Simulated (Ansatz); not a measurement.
Ideal-gas functions of CH5AlOSi, SMILES `[SiH3][Al]1[CH2][O]1` at 500 K and 1 bar, from an Ansatz frequency run at PBE0-D4/def2-TZVP.

Molar mass 88.12 g/mol, point group Cs (symmetry number 1), electronic degeneracy 1, moments of inertia 24.794, 270.032, 285.675 u Å². Harmonic wavenumbers (cm⁻¹, unscaled): 25, 110, 121, 328, 456, 457, 670, 675, 711, 848, 932, 934, 984, 1104, 1117, 1469, 2216, 2228, 2234, 3068, 3137.

Use S(trans) = R[1.5 ln M + 2.5 ln T − 1.1517]; rotational temperatures θ = 24.2544 K / I; S(rot) = R[ln(√π/σ · √(T³/θAθBθC)) + 1.5]; for each mode x = 1.438777 ν̃/T, S = R[x/(eˣ − 1) − ln(1 − e⁻ˣ)] and H = RT x/(eˣ − 1); 1 cm⁻¹ = 0.0119627 kJ/mol; R = 8.31446 J/(mol·K).

**Question.** By hand: the entropy, in J/(mol·K).

**Answer.** Translation 175.5. Rotation: θ = 0.9782, 0.0898, 0.0849 K, giving 115.1. Vibration, mode by mode: 30.20, 17.91, 17.13, 9.10, 6.63, 6.61, 4.04, 3.99, 3.68, 2.69, 2.23, 2.22, 1.98, 1.50, 1.46, 0.64, 0.10, 0.10, 0.10, 0.01, 0.01, in all 112.3. Electronic 0.0. Sum 402.9 J/(mol·K).

**Question.** By hand: H − E and G − E in kJ/mol, counted from the electronic energy.

**Answer.** Zero-point energy ½ × 23824 × 0.0119627 = 142.5; thermal vibration 26.4; translation, rotation and pV give 4 RT = 16.6. H − E = 185.5 kJ/mol, and G − E = 185.5 − 500 × 402.9/1000 = -15.9 kJ/mol.

Vibration gives 28 % of the entropy, 65.2 J/(mol·K) of it from the modes under 150 cm⁻¹: soft modes count most, and the harmonic formula is weakest for them.
